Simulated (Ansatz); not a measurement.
Ansatz results at the PBE0-D4/def2-TZVP geometry: size of the dipole moment (PBE/def2-TZVPP) 1.11 D; HOMO–LUMO gap (B3LYP/def2-TZVPP) 5.92 eV; size of the dipole moment (B3LYP/def2-TZVPP) 1.18 D.

Each molecule was computed in one conformer, which needn't be the lowest.

(1) Which molecule gave them?
A. `C=N/C([SiH3])=C\Cl`
B. `C[Si]1(Cl)CC1=N`
C. `[CH3][AlH][CH]1CC1`
D. `NC1=C(CCl)[SiH2]1`

## Answers

(1) D. The others give `C=N/C([SiH3])=C\Cl`: 1.44, 5.33, 1.55; `C[Si]1(Cl)CC1=N`: 2.45, 4.93, 2.63; `[CH3][AlH][CH]1CC1`: 0.77, 6.19, 0.70.

B3LYP here is the variant with VWN-RPA as its local correlation; programs differ in this.
